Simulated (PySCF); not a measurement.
Compound: C₅H₅O₃S (doublet state).
Structure used (GFN2-xTB), in Å, numbered top down from 1:
```
atom  x, y, z in Å
C1    -1.791   -0.612   -1.213
C2    -0.848   -0.139   -0.387
S3    -1.370    0.015    1.365
O4    -0.602    1.100    1.995
C5     0.440    0.322   -0.899
O6     0.759    0.234   -2.073
C7     1.452    0.828    0.138
C8     1.983   -0.346    0.751
O9     1.815   -1.455    1.094
H10   -2.768   -0.885   -0.855
H11   -1.581   -0.742   -2.261
H12   -0.652   -1.151    1.718
H13    2.219    1.442   -0.335
H14    0.945    1.390    0.940
```

The hyperfine couplings belong to this conformer and change with its torsions.

Identity: `C=C([SH]=O)C(=O)C[C]=O` [radical].

Computed with UKS B3LYP, pcH-1 on C H O S, non-relativistic, mean-field spin-orbit, GIAO in PySCF 2.14.0. Isolated species at its GFN2-xTB geometry (one conformer only). The geometry wasn't refined by DFT: couplings that depend on bond lengths, twists or pyramidal angles can differ widely from those at the functional's own minimum. Stability of the SCF solution: not tested.

Task: The isotropic 13C couplings are +248.2, +59.9, +50.8, +6.1, -3.3 MHz. Assign them to C1; C2; C5; C7; C8.

Result: 
```csv
site,a_iso (MHz),ρ(0) (bohr⁻³),position,distance from C8 (Å),spin population,largest |T| (MHz)
C1,+6.1,+0.0054,4 bonds from C8,4.26,+0.08,12.3
C2,-3.3,-0.0029,3 bonds from C8,3.06,-0.03,5.3
C5,+50.8,+0.0452,2 bonds from C8,2.36,+0.08,20.5
C7,+59.9,+0.0533,1 bond from C8,1.43,-0.01,11.3
C8,+248.2,+0.2212,largest spin population,0.00,+0.58,92.5
```

Task: Match the computed a_iso(17O) values -38.8, -7.2 MHz with the sites O6; O9.

Result: 
| site | a_iso (MHz) | ρ(0) (bohr⁻³) | position | distance from C8 (Å) | spin population | largest \|T\| (MHz) |
| --- | --- | --- | --- | --- | --- | --- |
| O6 | -7.2 | +0.0119 | 3 bonds from C8 | 3.13 | +0.09 | 37.3 |
| O9 | -38.8 | +0.0648 | 1 bond from C8 | 1.17 | +0.19 | 90.3 |

ρ(0) is the spin density at the nucleus and T the dipolar tensor; a_iso includes a spin–orbit part; entries for several nuclei are means. Largest spin populations (Mulliken): C8 (+0.58), O9 (+0.19), O6 (+0.09) and C1 (+0.08).

Examples of negative spin density at the nucleus (bohr⁻³): C2 (-0.0029), H11 (-0.0011) and H10 (-0.0010).

Means are taken over nuclei equivalent by connectivity, which assumes that they swap fast. The 1H value of +22.9 MHz is a mean of couplings from -7.0 to 52.9 MHz in this one geometry, not an average over conformers.

C8, the radical centre as drawn in `C=C([SH]=O)C(=O)C[C]=O`, holds a spin population of +0.58 out of 1.
